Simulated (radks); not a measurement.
The numbers below are computed, except where a source is named.
Charge is removed step by step from the 1s up level of neutral hydrogen, starting from 1s(up 1, down 0). Code: a radial shooting solver on a logarithmic mesh with Libxc functionals. Model: non-relativistic Kohn-Sham, LDA (Slater exchange, Perdew-Wang correlation), spin-polarised, spherical densities, point nucleus.

removed (e),E - E(0) (eV),eigenvalue (eV)
0,0.000,-7.320
0.25,2.197,-10.289
0.5,5.152,-13.346
0.75,8.850,-16.126

The mean slope of the eigenvalue, de/dn, is 11.7 eV per electron.
